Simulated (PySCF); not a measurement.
**C4H8AlFO**

Geometry:
```tsv
atom	x (Å)	y (Å)	z (Å)
C1	-0.997	1.721	-1.154
C2	-0.199	1.065	-0.334
O3	-0.630	-0.097	0.407
C4	-1.941	-0.599	0.290
Al5	1.197	0.257	0.806
C6	2.482	-1.065	0.077
F7	1.291	0.854	2.348
H8	-2.029	1.463	-1.347
H9	-0.621	2.580	-1.680
H10	-2.017	-1.464	0.948
H11	-2.143	-0.906	-0.740
H12	-2.670	0.156	0.597
H13	2.063	-1.641	-0.748
H14	2.852	-1.772	0.822
H15	3.358	-0.545	-0.314
```

Computed with GIAO B3LYP/pcSseg-1 magnetisability, rotational g tensor and spin-rotation constants, non-relativistic, gas phase (PySCF). Geometry: GFN2-xTB.

The bonding changed while the geometry was optimised; results refer to the coordinates, not to the name.

Give the nuclear spin-rotation constants along the inertial axes (H = +C I·J) beside the isotropic shieldings.

Rotational constants 2.8979, 1.3856, 1.3563 GHz. A star marks the isotopologue with that one atom substituted, in its own axes.
| atom | isotope | Caa (kHz) | Cbb (kHz) | Ccc (kHz) | mean (kHz) | σ (ppm) |
| --- | --- | --- | --- | --- | --- | --- |
| Al5 | 27Al | 1.692 | 0.444 | 0.834 | 0.990 | 470.8 |
| F7 | 19F | 2.932 | 0.439 | 1.096 | 1.489 | 348.7 |
| H8 | 1H | 0.101 | -0.173 | -0.067 | -0.046 | 26.9 |
| H9 | 1H | -0.309 | -0.166 | 0.116 | -0.119 | 27.1 |
| H10 | 1H | -0.271 | -0.151 | 0.059 | -0.121 | 27.7 |
| H11 | 1H | -0.194 | -0.002 | -0.133 | -0.110 | 28.2 |
| H12 | 1H | -0.149 | -0.021 | -0.130 | -0.100 | 28.0 |
| H13 | 1H | -0.234 | -0.047 | -0.159 | -0.147 | 32.5 |
| H14 | 1H | -0.154 | -0.157 | -0.081 | -0.130 | 32.1 |
| H15 | 1H | -0.246 | -0.145 | -0.049 | -0.147 | 32.1 |
| C1 | 13C* | 0.784 | 0.172 | 0.540 | 0.499 | 87.4 |
| C2 | 13C* | 1.161 | 0.335 | 0.807 | 0.768 | -8.8 |
| O3 | 17O* | -0.722 | -0.084 | -0.178 | -0.328 | 217.0 |
| C4 | 13C* | 0.529 | 0.285 | 0.292 | 0.369 | 127.3 |
| C6 | 13C* | 0.274 | 0.140 | 0.139 | 0.184 | 196.9 |

For the geometry as given, no vibrational averaging.

How do the rotational constants and the g tensor change when H8, H9, H10, H11, H12, H13, H14, H15 are replaced by deuterium?

Constants 2.4567, 1.1786, 1.1709 GHz; g -0.0202, -0.0011, -0.0113, against -0.0233, -0.0011, -0.0131 before.
